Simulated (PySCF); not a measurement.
C4H7FSi, SMILES C=C/C=C(\F)[SiH3]. Heavy atoms are numbered as in [CH2:1]=[CH:2]/[CH:3]=[C:4](\[F:5])[SiH3:6]. Hydrogens are named by the atom that carries them.

The structure is a stationary point at ωB97X-D3(BJ)/def2-SVP. The structure was generated by enumeration; whether it is a known compound was not checked. Other conformers were not sampled.

Computed with PBE/pcSseg-1 (PySCF).

GIAO shieldings, no solvent; atoms alike by connectivity are averaged. δ = σ(ref) − σ: ¹³C against TMS (σ = 182.0 ppm); ¹⁹F against CFCl3 (σ = 133.6 ppm); ²⁹Si against TMS (σ = 335.4 ppm); ¹H against TMS (σ = 31.49 ppm), references at their B3LYP-D3(BJ)/def2-TZVP geometries, non-relativistic.

| atoms | nucleus | count | δ (ppm) |
|---|---|---|---|
| C4 | ¹³C | 1 | ? |
| C2 (CH) | ¹³C | 1 | ? |
| C3 (CH) | ¹³C | 1 | 134.9 |
| C1 (CH2) | ¹³C | 1 | ? |
| F5 | ¹⁹F | 1 | -114.5 |
| Si6 (SiH3) | ²⁹Si | 1 | -79.1 |
| H on C2 | ¹H | 1 | 7.24 |
| H on C3 | ¹H | 1 | 6.12 |
| H on C1 | ¹H | 2 | ? |
| H on Si6 | ¹H | 3 | ? |

Task: Fill in the missing entries. (An estimate is asked for; the answer gives what the named calculation found.)

Result: 
- C4, δ (ppm): 170.5
- C2 (CH), δ (ppm): 137.0
- H on C1, δ (ppm): 5.63
- C1 (CH2), δ (ppm): 124.8
- H on Si6, δ (ppm): 4.54
